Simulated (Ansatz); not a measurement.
NiF2 was relaxed with PBE-D4 (def2-TZVP) in Ansatz in these states: charge +1 quartet, neutral triplet. The geometries follow in no particular order.

A:

```csv
atom,x (Å),y (Å),z (Å)
Ni1,0.000,0.000,0.000
F2,0.155,-1.657,0.137
F3,-0.155,1.657,-0.137
```

B:

Cartesian coordinates in Å:
```
Ni 0.0000 0.0001 -0.0001
F 1.6084 -0.2986 -0.5004
F -1.6084 0.2985 0.5005
```

Task: Judge from the bond lengths which geometry belongs to which state (an estimate).

Result: A is the charge +1 quartet (Ni1–F3 1.669 Å, Ni1–F2 1.669 Å); B is the neutral triplet (Ni1–F3 1.711 Å, Ni1–F2 1.711 Å).
